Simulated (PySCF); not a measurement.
# How methods differ on the excitation energy of Fe

Fe [Ar] 3d6 4s2 (5D) → Fe [Ar] 3d5 4s2 4p1 (7P), as a difference of total energies. All numbers are calculated (PySCF 2.14, the spin-free X2C one-electron Hamiltonian (Gaussian nucleus), in x2c-TZVPPall). The calculations carry no spin-orbit coupling.

```json
{"method": "LDA", "excitation energy (eV)": "6.003"}
{"method": "PBE", "excitation energy (eV)": "5.934"}
{"method": "PBE0", "excitation energy (eV)": "5.381"}
{"method": "MN15", "excitation energy (eV)": "6.009"}
{"method": "TPSSh", "excitation energy (eV)": "5.621"}
{"method": "wB97X", "excitation energy (eV)": "5.625"}
{"method": "HSE06", "excitation energy (eV)": "5.418"}
```

The basis was made for the ground configuration and has no added diffuse functions, so the excitation energy can come out too high.

The determinant of the upper state mixes LS terms, which raises its energy above the lowest term, most at the Hartree-Fock and MP2 levels.

For comparison: 4.942 eV (measured; NIST levels, between the centres of gravity of the two terms).
